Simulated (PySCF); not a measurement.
Si(F)(OH)(OMe)(NH2) (CH₆FNO₂Si), SMILES CO[Si](N)(O)F.

Geometry: PBE0-D3(BJ)/def2-SVP. The structure was generated by enumeration, and PubChem lists no compound with its InChIKey, so it may never have been made. One conformer was computed; it need not be the lowest.

Two levels are set side by side: TDA-PBE/def2-SVPD (PySCF) and TDA-M06-2X/def2-SVPD (PySCF). Vertical, same geometry. The lowest singlet is HOMO→LUMO 99 % with PBE and HOMO→LUMO 74 %, HOMO→LUMO+2 14 % with the other functional; states are paired by order. Differences are taken from unrounded values.

```csv
quantity,TDA-M06-2X,TDA-PBE,TDA-PBE minus TDA-M06-2X
lowest singlet excitation (eV),7.20,6.02,-1.18
lowest triplet excitation (TDA) (eV),6.90,5.81,-1.09
```

Functionals without exact exchange tend to place singlet excitations lower, as here. Differences between two approximate levels are no errors against the true value.

Rough cost on one machine, each run with all the roots and properties that it gave: TDA-M06-2X against TDA-PBE about 10 times.
